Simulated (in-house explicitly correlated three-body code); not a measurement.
Computed with an exponentially correlated three-body code. Model: two electrons around a point charge, non-relativistic, variational in 260 exponentially correlated functions (energies converged to about 1e-7 hartree, or 1e-8 relative for large Z).

For two electrons in a singlet the Kohn-Sham orbital is the square root of half the density, so the exact Kohn-Sham potential and energy parts follow from the density alone, and exchange is minus half the Hartree energy. The Kohn-Sham level equals minus the binding energy of the second electron.

Command:
```bash
python run_hyl.py task.json out
```
Settings (lengths in bohr, energies in hartree):
```
Z                      2.36
interaction_strength   1
functions              260
states_tried           13
```

Run time, properties included: 29 s on 1 thread of Intel(R) Xeon(R) Platinum 8375C CPU @ 2.90GHz (Ice Lake), with other jobs on the host.

**Those bound S and P states to n = 4 that converged, binding against the one-electron ion.**

Given: nuclear charge 2.36.

Computed: one-electron threshold -2.7848 hartree.

| term | energy (hartree) | binding (eV) | quantum defect |
| --- | --- | --- | --- |
| 1 1S | -4.24884564 | 39.839 | 0.20522 |
| 2 3S | -3.08779606 | 8.2449 | 0.25295 |
| 2 1S | ? | ? | ? |
| 2 3P | -3.03062426 | 6.6892 | 0.060403 |
| 2 1P | -3.0132439 | 6.2163 | -0.012029 |
| 3 3S | -2.90661995 | 3.3149 | 0.24473 |
| 3 1S | ? | ? | ? |
| 3 3P | -2.89199306 | 2.9169 | 0.062752 |
| 3 1P | -2.88665379 | 2.7716 | -0.013251 |
| 4 3S | -2.8502939 | 1.7822 | 0.24229 |
| 4 1S | -2.84581938 | 1.6604 | 0.10695 |
| 4 3P | -2.8444767 | 1.6239 | 0.063398 |
| 4 1P | -2.8422112 | 1.5622 | -0.013522 |

Question: What belongs in the row 2 1S?

Answer: energy (hartree): -3.04431847; binding (eV): 7.0619; quantum defect: 0.11227.

Question: What belongs in the row 3 1S?

Answer: energy (hartree): -2.89538282; binding (eV): 3.0091; quantum defect: 0.10812.

**Converged states only, values per electron or pair.**

```
term  mean r (bohr)  mean r squared (bohr²)  mean inverse r (1/bohr)  mean r12 (bohr)  mean inverse r12 (1/bohr)  mean cosine  mean p1 dot p2 (bohr⁻²)  delta r1 (bohr⁻³)  delta r12 (bohr⁻³)
1 1S        0.75897                 0.78964                   2.0481           1.1526                     1.1695    -0.054953                  0.20553             3.1346             0.21051
2 3S         2.0266                  7.0904                   1.3802           3.5052                    0.33887    -0.014707                    0.011             2.1921                   -
2 1S         2.2999                  9.4165                     1.36           4.0312                    0.33067    -0.015083                 0.013856             2.1716             0.02082
2 3P         2.0161                  7.2592                   1.3596           3.4973                    0.35593    -0.045313                 -0.13211             2.0638                   -
2 1P         2.1873                  8.6358                   1.3474           3.7992                    0.33335   0.00054873                  0.10051             2.0952           0.0023768
3 3S              ?                       ?                        ?                ?                          ?            ?                        ?                  ?                   -
3 1S         4.9385                  48.759                   1.2585           9.2706                     0.1492    -0.004573                0.0039332             2.1141           0.0059864
3 3P         4.7032                  44.696                   1.2584           8.8088                    0.15549    -0.012538                -0.035809             2.0842                   -
3 1P              ?                       ?                        ?                ?                          ?            ?                        ?                  ?                   ?
4 3S         8.1161                  137.13                   1.2259           15.615                   0.085769   -0.0016808                0.0011594             2.1023                   -
4 1S         8.6818                  157.67                   1.2237           16.744                   0.084329   -0.0019239                0.0016221              2.101           0.0024793
4 3P         8.4929                  152.04                   1.2237            16.37                   0.086795    -0.005127                -0.014515             2.0888                   -
4 1P         8.8347                  164.77                   1.2222           17.049                   0.084254    0.0001565                 0.013127             2.0923          0.00035913
```

Question: What belongs in the row 3 3S?

Answer: mean r (bohr): 4.5199; mean r squared (bohr²): 40.4; mean inverse r (1/bohr): 1.2639; mean r12 (bohr): 8.4386; mean inverse r12 (1/bohr): 0.15231; mean cosine: -0.0041427; mean p1 dot p2 (bohr⁻²): 0.0029103; delta r1 (bohr⁻³): 2.118.

Question: What belongs in the row 3 1P?

Answer: mean r (bohr): 4.9594; mean r squared (bohr²): 49.872; mean inverse r (1/bohr): 1.2548; mean r12 (bohr): 9.31; mean inverse r12 (1/bohr): 0.14928; mean cosine: 0.00033275; mean p1 dot p2 (bohr⁻²): 0.030836; delta r1 (bohr⁻³): 2.0929; delta r12 (bohr⁻³): 0.00081237.

**Exact Kohn-Sham parts of the ground state from its density.**

Computed: total energy -4.24884564 hartree; Kohn-Sham kinetic 4.2108 hartree; Hartree energy 2.5007 hartree; exchange energy -1.2503 hartree; DFT correlation energy -0.042729 hartree; potential part of the DFT correlation energy -0.080808 hartree; exact minus restricted Hartree-Fock -0.042693 hartree; Kohn-Sham level -39.839 eV; restricted Hartree-Fock level -40.204 eV; C6 of two such species 0.42679 hartree·bohr⁶.

Question: What is the dipole polarisability?

Answer: 0.6025 bohr³.

Question: What is the kinetic part of the DFT correlation energy?

Answer: 0.038079 hartree.

**Functionals on the exact density and self-consistent, errors are functional minus exact, hybrids only self-consistent, a dash where a self-consistent run leaves the top level unbound.**

```
       result  exchange error (millihartree)  correlation error (millihartree)  functional driven error (millihartree)  density driven error (millihartree)  self consistent total error (millihartree)  top level plus exact binding (eV)
B3LYP VWN-RPA                              -                                 -                                       -                                    -                                     -10.022                             8.3803
      r2SCAN0                              -                                 -                                       -                                    -                                           ?                                  ?
         BLYP                         2.0663                           -2.8682                                -0.80198                              -1.4108                                     -2.2127                             10.925
         PW91                          12.83                           -5.0972                                  7.7329                              -1.0687                                      6.6642                                 11
         PBE0                              -                                 -                                       -                                    -                                      11.626                              8.095
     LDA VWN5                          173.6                           -79.218                                  94.379                              -1.8416                                      92.537                             11.568
      revTPSS                        -3.9636                           -4.4351                                 -8.3987                             -0.16483                                     -8.5636                             10.211
        wB97X                              -                                 -                                       -                                    -                                     -1.5256                             5.5523
          PBE                              ?                                 ?                                       ?                                    ?                                           ?                                  ?
       PBEsol                          71.96                           -11.592                                  60.369                              -1.0698                                      59.299                             11.509
        HSE06                              -                                 -                                       -                                    -                                      10.022                              8.498
     LDA PW92                          173.6                           -78.713                                  94.883                              -1.8551                                      93.028                             11.574
         RPBE                         -4.796                          -0.46273                                 -5.2588                              -1.1328                                     -6.3916                             11.047
       r2SCAN                        -4.8944                             3.729                                 -1.1655                             -0.27399                                     -1.4395                             10.102
```

Question: What belongs in the row r2SCAN0?

Answer: self consistent total error (millihartree): -0.049294; top level plus exact binding (eV): 7.3551.

Question: What belongs in the row PBE?

Answer: exchange error (millihartree): 16.646; correlation error (millihartree): -0.46273; functional driven error (millihartree): 16.183; density driven error (millihartree): -1.0291; self consistent total error (millihartree): 15.154; top level plus exact binding (eV): 11.137.

The density-driven part is never positive, since each functional's own density lowers its energy. Here it is small beside the functional-driven part (median ratio 0.064), the normal case. The correlation energy of density-functional theory lies 0.036 millihartree below exact minus Hartree-Fock, because the Hartree-Fock density, unlike the exact one, minimises the Hartree-Fock energy.
